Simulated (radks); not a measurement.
Te25+, configuration [Ar] 3d9.

Calculated with a radial shooting solver on a logarithmic mesh with Libxc functionals: Dirac Kohn-Sham, LDA (Slater exchange, Perdew-Wang correlation), spin-unpolarised, spherical densities, finite nucleus; open shells fill j = l - 1/2 first; Fermi nuclear charge, rms radius 4.7423 fm.

Energy parts (hartree):
part                        energy
total                  -6474.14856
kinetic                 6859.02878
electron-nucleus      -14841.01522
Hartree                 1649.36990
exchange-correlation    -141.53201

Orbitals (lengths in bohr, moments of r in powers of bohr; <r^-3> diverges for s and p1/2):
orbital	occ.	eigenvalue (hartree)	<r>	<r^-3>	small-component weight
1s1/2	2	-1191.860	0.02783	-	3.66e-02
2s1/2	2	-208.8186	0.1192	-	7.83e-03
2p1/2	2	-197.8747	0.1006	-	7.85e-03
2p3/2	4	-187.7481	0.1061	4927	7.47e-03
3s1/2	2	-63.99325	0.3145	-	2.42e-03
3p1/2	2	-59.53202	0.3034	-	2.37e-03
3p3/2	4	-57.52403	0.3138	999.1	2.27e-03
3d3/2	4	-49.78721	0.2816	162.0	2.16e-03
3d5/2	5	-49.35337	0.2848	150.4	2.13e-03

The highest occupied level is 3d5/2 at -1343.0 eV. For comparison, the ionisation energy in NIST's Atomic Spectra Database is 1377 eV (theoretical). In exact Kohn-Sham theory the highest level is minus the ionisation energy, but local and semilocal functionals leave it too shallow, through self-interaction and a potential that decays too fast; potentials with the right tail come closer. The density falls to 0.001 e/bohr^3 at r = 0.99 bohr. The electron density at the nucleus is 2.263e+05 e/bohr^3.

Beside tabulated values, note that spin-unpolarised runs miss the spin-polarisation part of the exchange energy of open shells.
